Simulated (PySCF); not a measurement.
**Ionisation energy of Yb by level of theory**

Yb [Xe] 4f14 6s2 (1S) → Yb+ [Xe] 4f14 6s1 (2S), as a difference of total energies. Calculation: PySCF 2.14, in cc-pVDZ-X2C (8s7p5d3f1g, 84 functions); scalar relativity by spin-free X2C-1e. Correlated levels: valence: [Kr] 4d10 frozen. The calculations carry no spin-orbit coupling.

| method | ionisation energy (eV) |
| --- | --- |
| UHF | 5.140 |
| MP2 (valence) | 6.149 |
| SCS-MP2 (valence) | 6.143 |
| CCSD (valence) | 6.062 |
| CCSD(T) (valence) | 6.163 |

Task: How much does correlation contribute at CCSD(T) (valence)?

Result: 6.163 − (5.140) = 1.023 eV, measured against UHF.

Errors of the correlated levels include the incompleteness of this basis and the frozen core.

For comparison: 6.254 eV (measured; NIST Atomic Spectra Database, ionization energies).
